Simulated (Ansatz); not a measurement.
`[TeH][C]1=[CH][AlH]1`, 7 atoms. Total charge 0; spin multiplicity 1. Correlated methods include outer-core shells of Te, which these sets cover unevenly. Te: def2 effective core potential. All runs use 2 threads of an Arm Neoverse V1 on a shared host. Correlated methods freeze the cores.

Q: How many basis functions does each run have, and how long does it take in Ansatz? RKS PBE0-D4/def2-TZVP frequencies; RKS PBE0-D4/def2-QZVPP energy; RKS PBE0-D4/def2-TZVP relaxation (7 steps); RKS PBE0-D4/def2-SVP energy; RKS ωB97M-V/def2-QZVPP energy; RKS PBE-D4/def2-TZVPP energy and forces; RKS ωB97M-V/def2-SVP energy; RKS BHLYP-D4/def2-TZVPP energy; RHF-CCSD(T)/def2-SVP energy; direct RPA on PBE orbitals/def2-TZVPP energy; RHF-MP2/def2-QZVPP energy; RHF-CCSD(T)/def2-TZVPP energy. (Best estimate.)

A: Ansatz gave: Other jobs shared the machine, so times are rough.

```csv
level,job,functions,wall time,peak host memory (GiB)
RKS PBE0-D4/def2-SVP,energy,87,1.9 s,0.39
RKS PBE-D4/def2-TZVPP,energy and forces,196,3.2 s,0.22
RHF-CCSD(T)/def2-SVP,energy,87,4.7 s,0.39
RKS BHLYP-D4/def2-TZVPP,energy,196,5.5 s,0.49
RKS ωB97M-V/def2-SVP,energy,87,9 s,0.39
direct RPA on PBE orbitals/def2-TZVPP,energy,196,9.5 s,0.43
RKS PBE0-D4/def2-QZVPP,energy,356,10 s,1
RHF-MP2/def2-QZVPP,energy,356,21 s,1.5
RKS ωB97M-V/def2-QZVPP,energy,356,26 s,1.1
RKS PBE0-D4/def2-TZVP,relaxation (7 steps),167,34 s,0.39
RHF-CCSD(T)/def2-TZVPP,energy,196,98 s,2.5
RKS PBE0-D4/def2-TZVP,frequencies,167,2.4 min,0.39
```
